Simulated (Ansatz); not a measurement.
Ansatz (a program for electronic structure) input (CCSD(T)/aug-cc-pVDZ):

Ansatz 0.2 input:
```yaml
crystal:
  periodic: [false, false, false]
  atoms:
    - {symbol: C, position_ang: [2.25944736, -0.35172746, -1.00168097]}
    - {symbol: C, position_ang: [1.43005009, 0.42973446, -0.05034071]}
    - {symbol: C, position_ang: [0.40995222, -0.20412682, 0.83860163]}
    - {symbol: C, position_ang: [-1.01421397, 0.06221602, 0.38772159]}
    - {symbol: C, position_ang: [-1.85158559, 0.79127634, 1.12023553]}
    - {symbol: C, position_ang: [-1.40827661, -0.52912869, -0.93492785]}
    - {symbol: H, position_ang: [3.11715333, 0.22024998, -1.35951390]}
    - {symbol: H, position_ang: [1.69055957, -0.66172072, -1.89272040]}
    - {symbol: H, position_ang: [2.62951320, -1.27536921, -0.54448485]}
    - {symbol: H, position_ang: [1.43286079, 1.51179672, -0.11163594]}
    - {symbol: H, position_ang: [0.57701064, -1.28704176, 0.86851057]}
    - {symbol: H, position_ang: [0.51934845, 0.16560856, 1.86377964]}
    - {symbol: H, position_ang: [-2.86488473, 0.99085689, 0.79341798]}
    - {symbol: H, position_ang: [-1.55133678, 1.21207274, 2.07206495]}
    - {symbol: H, position_ang: [-2.44963312, -0.31642077, -1.17476948]}
    - {symbol: H, position_ang: [-1.26909739, -1.61454910, -0.93142182]}
    - {symbol: H, position_ang: [-0.78373488, -0.13494642, -1.74088210]}
basis:
  gaussian:
    orbitals: aug-cc-pVDZ
magnetization: {spin_polarized: true, initial_magnetization: 1}
correlation: {method: ccsd_t, electrons: outside_noble_gas}
output: {forces: true}
```

Output:

```
Functional definition: HF
integrals: 2.75 GiB planned
2353 factors; integrals over basis functions are off by at most 7.2e-4 eV
1.16 GiB of device memory are held for the factors and their scratch space
mean field: 1.76 GiB planned
mean field evaluation 1: about -6349.6641 eV, gradient 3.1e1 eV
mean field evaluation 2: about -6349.6696 eV, gradient 3.1e1 eV
mean field evaluation 4: about -6355.8178 eV, gradient 3.8e0 eV
mean field evaluation 8: about -6355.9558 eV, gradient 2.0e-1 eV
mean field evaluation 16: about -6355.9307 eV, gradient 1.4e0 eV
mean field evaluation 32: about -6355.9551 eV, gradient 1.0e-1 eV
mean field -6355.95667728 eV, -233.5770996678 hartree, gradient 8.5e-6 eV, S^2 0.764660; 2 other end points of the search recorded, 0 dependent functions left out
6 core orbitals not correlated
reference -6355.95667728 eV, -233.5770996678 hartree; 18, 17 occupied and 213, 214 virtual orbitals, 2353 factors
densities: 25.31 GiB planned
second order -23.05757144 eV of doubles, -0.00000000 eV of singles
coupled cluster: 17.76 GiB planned
cycle   1  -24.37836863 eV  change    -1.3e0 eV  update   1.0e-1
cycle   2  -25.03883251 eV  change   -6.6e-1 eV  update   3.3e-2
cycle   3  -25.16504872 eV  change   -1.3e-1 eV  update   1.5e-2
cycle   4  -25.16586971 eV  change   -8.2e-4 eV  update   5.0e-3
cycle   5  -25.16552874 eV  change    3.4e-4 eV  update   2.1e-3
cycle   6  -25.16543501 eV  change    9.4e-5 eV  update   7.5e-4
cycle   7  -25.16540460 eV  change    3.0e-5 eV  update   3.1e-4
cycle   8  -25.16545955 eV  change   -5.5e-5 eV  update   1.3e-4
cycle   9  -25.16543981 eV  change    2.0e-5 eV  update   6.1e-5
cycle  10  -25.16540699 eV  change    3.3e-5 eV  update   3.0e-5
cycle  11  -25.16542115 eV  change   -1.4e-5 eV  update   1.5e-5
cycle  12  -25.16542717 eV  change   -6.0e-6 eV  update   6.7e-6
cycle  13  -25.16543146 eV  change   -4.3e-6 eV  update   2.9e-6
cycle  14  -25.16543333 eV  change   -1.9e-6 eV  update   1.2e-6
cycle  15  -25.16543329 eV  change    3.8e-8 eV  update   5.3e-7
cycle  16  -25.16543314 eV  change    1.5e-7 eV  update   2.5e-7
cycle  17  -25.16543310 eV  change    3.6e-8 eV  update   1.1e-7
perturbative correction -0.90602181 eV, -0.0332956875 hartree
the calculation of the forces begins
1.16 GiB of device memory are held for the factors and their scratch space
Total energy: -6382.02813219 eV, -234.5352079640 hartree
Atom 0 at     2.259447    -0.351727    -1.001681 Å, force     0.064237    -0.143745    -0.172412 eV/Å
Atom 1 at     1.430050     0.429734    -0.050341 Å, force     0.025009     0.133325     0.096609 eV/Å
Atom 2 at     0.409952    -0.204127     0.838602 Å, force    -0.096446    -0.082613     0.083752 eV/Å
Atom 3 at    -1.014214     0.062216     0.387722 Å, force     0.771071    -0.597030    -0.580022 eV/Å
Atom 4 at    -1.851586     0.791276     1.120236 Å, force    -0.710431     0.621330     0.623602 eV/Å
Atom 5 at    -1.408277    -0.529129    -0.934928 Å, force     0.017457    -0.052442    -0.075392 eV/Å
Atom 6 at     3.117153     0.220250    -1.359514 Å, force     0.376275     0.255359    -0.139295 eV/Å
Atom 7 at     1.690560    -0.661721    -1.892720 Å, force    -0.241068    -0.113897    -0.347037 eV/Å
Atom 8 at     2.629513    -1.275369    -0.544485 Å, force     0.158174    -0.374349     0.215779 eV/Å
Atom 9 at     1.432861     1.511797    -0.111636 Å, force     0.000201     0.536411    -0.036298 eV/Å
Atom 10 at     0.577011    -1.287042     0.868511 Å, force     0.067523    -0.478570     0.009056 eV/Å
Atom 11 at     0.519348     0.165609     1.863780 Å, force     0.046308     0.170275     0.445264 eV/Å
Atom 12 at    -2.864885     0.990857     0.793418 Å, force    -0.484365     0.092748    -0.159315 eV/Å
Atom 13 at    -1.551337     1.212073     2.072065 Å, force     0.148938     0.198424     0.459101 eV/Å
Atom 14 at    -2.449633    -0.316421    -1.174769 Å, force    -0.478438     0.103503    -0.104418 eV/Å
Atom 15 at    -1.269097    -1.614549    -0.931422 Å, force     0.054945    -0.467899     0.027104 eV/Å
Atom 16 at    -0.783735    -0.134946    -1.740882 Å, force     0.280610     0.199169    -0.346079 eV/Å
Dipole moment:     0.048115    -0.064433    -0.085186 e Å
```

It need not be the lowest isomer of its formula.
